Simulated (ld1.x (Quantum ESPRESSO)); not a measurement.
## u(r) = r·R(r): atom against pseudo-atom (potassium (K))

Columns: radius, all-electron u(r) and pseudo u(r) of the 3s shell (level -41.45 eV) of potassium in the configuration [Ne] 3s2 3p6 3d0 4s0 4p0; PBE, scalar-relativistic, RRKJ scheme, ld1.x (Quantum ESPRESSO) 7.5.

```tsv
r (bohr)	all-electron	pseudo
0.165	-0.3007	0.1548
0.330	-0.4302	0.3205
0.495	0.0462	0.4978
0.660	0.5301	0.6726
0.825	0.8380	0.8198
0.990	0.9694	0.9129
1.155	0.9745	0.9363
1.320	0.9051	0.8920
1.485	0.8002	0.7993
1.650	0.6846	0.6851
1.815	0.5723	0.5723
1.980	0.4704	0.4704
2.145	0.3819	0.3819
2.310	0.3070	0.3070
2.475	0.2450	0.2450
2.640	0.1945	0.1945
2.805	0.1536	0.1536
2.970	0.1208	0.1208
3.135	0.0947	0.0947
3.300	0.0740	0.0740
3.465	0.0577	0.0577
3.630	0.0448	0.0448
3.795	0.0348	0.0348
3.960	0.0269	0.0269
4.125	0.0208	0.0208
4.290	0.0160	0.0160
```

Q: How many radial nodes do the two functions have?

A: The all-electron 3s function has n − l − 1 = 2 (the table is too coarse to show those close to the nucleus); the pseudo-wave has 0, since the states of the same l below it are removed with the core.

Q: At about which radius was the pseudo-wave matched?

A: 1.85 bohr, where the columns begin to agree (steps of 0.17 bohr).

Q: Is the pseudo-wave norm-conserving?

A: Yes: the RRKJ scheme keeps the norm inside the radius equal to the all-electron one, which fixes the energy derivative of the logarithmic derivative at the level.
